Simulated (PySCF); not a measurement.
## Exercise with solution: oscillator strength and radiative lifetime

CH2O, SMILES [H]/[C-]=[O+]/[H].

The structure is a stationary point at ωB97X-D3(BJ)/def2-TZVPD.

PySCF with TDDFT-PBE/def2-TZVPD puts the first singlet state with f over 0.02 at 5.66 eV (vertical), with the transition dipole (-0.514, 0.149, 0.000) in atomic units.

**Question.** Find the oscillator strength, the wavelength and the radiative lifetime that this transition would have in vacuum if emission retraced absorption.

**Answer.** 
|μ|² = 0.2864 au, so |μ| = 1.36 D. ΔE = 5.66/27.211 = 0.2080 hartree. f = (2/3) ΔE |μ|² = 0.040 (the program prints 0.040).
λ = 1239.84/5.66 = 219 nm; ν = 45651 cm⁻¹.
Einstein's coefficient A = 0.6670 ν² f s⁻¹ (ν in cm⁻¹) = 5.5e7 s⁻¹, so τ = 1/A = 18 ns. This state is S3; the lower singlets have f = 0.007, 0.002. The figure is the radiative limit of this one transition; relaxation, internal conversion, crossing to triplets and a medium change what is measured.
